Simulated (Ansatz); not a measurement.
Consider the ligand exchange at the Si–O bond: `[OH][SnH2][O][SiH3]` + `OC1=CS1` → `[SiH3]OC1=CS1` + `[OH][SnH2][OH]`.

Isolated molecules relaxed with PBE0-D4/def2-TZVP in Ansatz; ΔE leaves out vibrations. CCSD(T)/CBS is the MP2 limit (def2-TZVPP, def2-QZVPP) plus CCSD(T) − MP2 in def2-TZVPP, frozen cores. Functionals use def2-TZVPP. B3LYP here is the variant with VWN-RPA as its local correlation; programs differ in this. Elements past krypton have def2 core potentials. For Sn outer-core shells are correlated without core-valence functions, which leaves a few kJ/mol of doubt a bond. One conformer a species, not always the lowest.

```csv
level,ΔE (kJ/mol),difference from CCSD(T)/CBS
PBE-D4,7.3,-4.2
r2SCAN-D4,10.9,-0.6
PBE0-D4,11.4,-0.1
B3LYP-D4,9.1,-2.4
ωB97X-V,12.5,1.0
ωB97M-V,12.3,0.8
B2PLYP,10.4,-1.1
PBE,8.2,-3.3
r2SCAN,11.1,-0.4
PBE0,12.1,0.6
B3LYP,10.5,-1.0
HF/def2-TZVPP,20.2,8.7
MP2/def2-TZVPP,9.5,-2.0
SCS-MP2/def2-TZVPP,11.1,-0.4
CCSD/def2-TZVPP,13.8,2.3
CCSD(T)/def2-TZVPP,11.9,0.4
HF/def2-QZVPP,21.0,9.5
MP2/def2-QZVPP,9.5,-2.0
SCS-MP2/def2-QZVPP,11.2,-0.3
HF/CBS(def2),21.1,9.6
MP2/CBS(def2),9.1,-2.4
CCSD/CBS(def2),13.4,1.9
CCSD(T)/CBS,11.5,0
```

Largest T1 diagnostic among the species: 0.014.

In def2-TZVPP, CCSD(T) changes the Hartree–Fock value by −8.3 kJ/mol (the triples alone add −1.9 kJ/mol) and MP2 by −10.8 kJ/mol. From PBE to PBE0 (25 % exact exchange), in def2-TZVPP and without D4, ΔE moves by +3.9 kJ/mol.
